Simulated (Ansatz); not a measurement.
Geometry optimisation of the cluster MnCl2.

```yaml
crystal:
  periodic: [false, false, false]
  atoms:
    - {symbol: Mn, position_ang: [0.000009, -0.000004, -0.000015]}
    - {symbol: Cl, position_ang: [-1.787557, 1.146975, -0.387247]}
    - {symbol: Cl, position_ang: [1.787548, -1.146971, 0.387262]}
basis:
  gaussian: {orbitals: def2-TZVP}
magnetization: {spin_polarized: true, initial_magnetization: 5}
hamiltonian: {xc: {name: B3LYP}, dispersion: d4}
scf: {lower_state_search: "off"}
output: {orbitals: {seedname: orbitals}}
relax: {f_tol: 0.02, max_steps: 100}
```

```sh
$ ansatz run in.yaml --threads 4 --pin off --events-out ev --progress --plain --max-ram 3916MiB
```

It prints (some lines left out):

```
Functional definition: B3LYP
mean field -56371.94489686 eV, -2071.6307646829 hartree, gradient 2.4e-6 eV, S^2 8.762710; 0 other end points of the search recorded, 0 dependent functions left out
relax step   1: F+E_penalty+E_count = -56372.05945283 eV  Δ(F+E_penalty+E_count) = +0.000e0 eV  max|allowed force component| = 3.794e-1 eV/Å  Δτ_max = 0.0000 Å  (17 SCF iters, accepted)
mean field -56371.95895887 eV, -2071.6312814523 hartree, gradient 5.0e-6 eV, S^2 8.762824; 0 other end points of the search recorded, 0 dependent functions left out
relax step   2: F+E_penalty+E_count = -56372.07253439 eV  Δ(F+E_penalty+E_count) = -1.308e-2 eV  max|allowed force component| = 7.537e-2 eV/Å  Δτ_max = 0.0241 Å  (23 SCF iters, accepted)
mean field -56371.95977663 eV, -2071.6313115046 hartree, gradient 2.6e-6 eV, S^2 8.762856; 0 other end points of the search recorded, 0 dependent functions left out
relax step   3: F+E_penalty+E_count = -56372.07311042 eV  Δ(F+E_penalty+E_count) = -5.760e-4 eV  max|allowed force component| = 3.206e-3 eV/Å  Δτ_max = 0.0061 Å  (16 SCF iters, accepted)
Total energy: -56372.07334380 eV, -2071.6354850211 hartree
Atom 0 at     0.000002    -0.000000    -0.000009 Å, force    -0.000007     0.000004     0.000008 eV/Å
Atom 1 at    -1.812554     1.163015    -0.392666 Å, force    -0.003198     0.002053    -0.000698 eV/Å
Atom 2 at     1.812552    -1.163014     0.392675 Å, force     0.003206    -0.002056     0.000690 eV/Å
Dipole moment:     0.000003    -0.000001    -0.000011 e Å
Checks for a lower state left out: stability, starts, cluster_reference, orbital_swaps, neighbouring_geometries, increment
```

Run time 5 s (4 threads of Arm Neoverse V1 on a shared host).

The relaxation made no stability test and no search for a lower SCF solution. The structure comes from a short search, and lower isomers may exist.
